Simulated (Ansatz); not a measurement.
H6N2Sn (`[NH2][SnH2][NH2]`), relaxed with RKS PBE-D4/def2-SVP in Ansatz from a rough embedded geometry. The force threshold is 0.03 eV/Å; the program also tests the step.

Charge 0, multiplicity 1. Sn: def2 effective core potential.

Start:

```xyz
9

N    -0.463   -1.103    1.302
Sn   -0.191   -0.235   -0.488
N     0.015    1.785   -0.194
H     0.362   -0.962    1.843
H    -0.523   -2.175    1.167
H    -1.569   -0.557   -1.548
H     1.272   -0.886   -1.238
H     0.870    1.913    0.340
H     0.227    2.221   -1.183
```

| step | energy (eV) | largest force (eV/Å) | largest move (Å) |
| --- | --- | --- | --- |
| 1 | -8902.1279 | 2.505 | 0.000 |
| 2 | -8902.3713 | 0.833 | 0.189 |
| 3 | -8902.3997 | 0.264 | 0.079 |
| 4 | -8902.4057 | 0.174 | 0.143 |
| 5 | -8902.4097 | 0.036 | 0.056 |
| 6 | -8902.4100 | 0.007 | 0.016 |
| 7 | -8902.4101 | 0.018 | 0.020 |
| 8 | -8902.4102 | 0.030 | 0.018 |
| 9 (rejected) | -8902.4102 | 0.195 | 0.078 |
| 10 | -8902.4107 | 0.029 | 0.037 |
| 11 | -8902.4112 | 0.244 | 0.078 |
| 12 | -8902.4113 | 0.476 | 0.119 |
| 13 | -8902.4360 | 0.085 | 0.200 |
| 14 | -8902.4559 | 0.082 | 0.200 |
| 15 (rejected) | -8902.4411 | 0.954 | 0.196 |
| 16 | -8902.4643 | 0.064 | 0.098 |
| 17 | -8902.4704 | 0.252 | 0.098 |
| 18 | -8902.4742 | 0.434 | 0.147 |
| 19 | -8902.4894 | 0.028 | 0.184 |

End:

```xyz
9

N    -0.028   -1.039    1.339
Sn    0.039   -0.309   -0.592
N    -0.153    1.718   -0.244
H     0.318   -2.008    1.385
H    -0.996   -1.061    1.688
H    -1.286   -0.722   -1.637
H     1.558   -0.876   -1.225
H     0.597    2.024    0.390
H    -0.049    2.274   -1.105
```

Hardware: 4 threads of an AMD EPYC 9R45 on a shared host. Wall time 5.5 s, peak host memory 0.14 GiB.
